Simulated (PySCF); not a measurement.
**TlOBr, singlet: structure and spectrum**

Computed with PBE0 in PySCF with Tl def2-TZVP with ECP60, O def2-TZVP, Br def2-TZVP; scalar-relativistic core potentials, no spin–orbit coupling; density-fitted integrals.

The structure is a minimum.

Z-matrix (Å, degrees; charge 0 multiplicity 1):
```
Tl
O  1 1.8667
Br 1 2.4458 2 180.00
```

```
Point group                                                                   : C∞v
Bond lengths                                                                  : Tl–Br 2.446 Å, Tl–O 1.867 Å
Bond angles                                                                   : Br–Tl–O 180.0°
Entropy at 298.15 K and 1 bar                                                 : 294.0 J/(mol K)
Lowest empty level                                                            : -2.84 eV
Atomisation energy without zero-point energy                                  : 520 kJ/mol
Dipole moment                                                                 : 2.86 D
Enthalpy at 298.15 K above 0 K                                                : 13.87 kJ/mol
Highest occupied level                                                        : -7.85 eV
Heat capacity Cp at 298.15 K                                                  : 55.8 J/(mol K)
Rotational constants                                                          : 0.0384 cm⁻¹
Rotational symmetry number                                                    : 1
Zero-point energy                                                             : 7.4 kJ/mol
Principal quadrupole moments (Buckingham, traceless) about the centre of mass : -15.00, 7.50, 7.50 D Å
Principal polarisabilities                                                    : 39.7, 39.7, 94.7 bohr³
```

Harmonic modes (masses in u: Tl 204.974, O 15.995, Br 78.918):
| symmetry | ω (cm⁻¹) | IR (km/mol, summed over degenerate members) | μ (u) |
| --- | --- | --- | --- |
| π | 121 | 33.3 | 20.87 |
| σ+ | 244 | 12.7 | 80.69 |
| σ+ | 751 | 46.3 | 17.34 |

In C∞v the vibrations span π + 2σ+.

Charges (e):
| atom | Mulliken | Löwdin | polar tensor | Mayer order to Tl1 |
| --- | --- | --- | --- | --- |
| Tl1 | 0.79 | 0.24 | 0.99 | – |
| O2 | -0.54 | -0.39 | -0.58 | 1.72 |
| Br3 | -0.25 | 0.15 | -0.40 | 0.98 |

Mulliken populations on Tl1 (electrons outside its core potential): s 3.30, p 6.81, d 10.01, f 0.09.

Outer orbital energies (eV). occupied: -19.26, -18.62, -12.55, -9.56, -9.39, -9.39, -7.85, -7.85; empty: -2.84, -1.34, -1.34, 1.07.

Counting electrons, thallium keeps none of its valence electrons outside its bonds, so the VSEPR class is AX2 and the expected shape is linear; with unlike ligands the computed point group is C∞v.

This need not be the most stable arrangement of these atoms. No spin–orbit coupling is included, which matters more the heavier the element.

The final relaxation and frequency run took 30 s on 4 threads of a shared Arm Neoverse V2 host, with 129 basis functions and 11 gradients; the process peaked at 1.1 GiB. Launch command: `OMP_NUM_THREADS=4 python axn.py task.json out`.
